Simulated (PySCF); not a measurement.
A structure optimised at B3LYP-D3(BJ)/def2-SVP, used in a PySCF frequency run:

```
Ga
F 1 1.7433
F 1 1.7433 2 114.99
I 1 2.4582 2 122.50 3 180.00
```

**Question.** Write its SMILES, formula and point group.

**Answer.** [F][Ga]([F])[I], F2GaI, C2v

**Question.** What are its rotational constants (standard atomic weights)?

**Answer.** 6.1533, 1.0647, 0.90762 GHz
